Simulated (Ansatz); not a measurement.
iminoborane (SMILES B=N) moved off its minimum; all values from Ansatz (a quantum-chemistry and plane-wave program), cores frozen in correlated methods.
(charge 0, multiplicity 1)
```xyz
4

B      0.02574    -0.02047    -0.64978
N      0.04201     0.03000     0.62813
H      0.01253    -0.01235    -1.91452
H      0.06117     0.06772     1.41488
```

Forces at HF/def2-TZVPP (eV/Å):

```tsv
atom	Fx	Fy	Fz
B1	0.052	0.378	2.895
N2	-0.553	-1.217	-25.717
H3	0.015	-0.106	2.310
H4	0.486	0.945	20.512
```

Q: Give the forces (eV/Å), the total energy and the dipole at CCSD(T)/aug-cc-pVTZ.

A: 
| atom | Fx | Fy | Fz |
|---|---|---|---|
| B1 | 0.023 | 0.243 | 0.806 |
| N2 | -0.533 | -1.126 | -23.810 |
| H3 | 0.013 | -0.084 | 2.041 |
| H4 | 0.497 | 0.967 | 20.963 |
Energy -80.5929 hartree, dipole 0.42 D.
